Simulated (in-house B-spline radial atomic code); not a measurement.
**Binding energies in Hf⁴⁰⁺**

NIST's tabulated ground configuration is [Ar] 3d10 4s2 4p2; each binding energy is the energy of the ion with one electron taken from that subshell, relaxed, less that of the parent. Method: Dirac-Hartree-Fock, average of configuration, Fermi nucleus of rms radius 5.347 fm. Calculated with an all-electron radial atomic-structure program (B-spline basis). Energies include first-order Breit, QED and recoil terms.

```tsv
subshell	X-ray name	binding energy (eV)	-ε (eV)	relaxation (eV)
2s	L1	13151.2	13211.6	20.9
3s	M1	4390.9	4403.4	4.0
3d3/2	M4	3513.3	3522.2	5.5
3d5/2	M5	3455.9	3463.4	5.2
4s	N1	2057.3	2060.4	0.4
4p	N2,3	1909.8	1912.1	0.4
```

Relaxation = -ε minus the binding energy without Breit, QED and recoil terms.
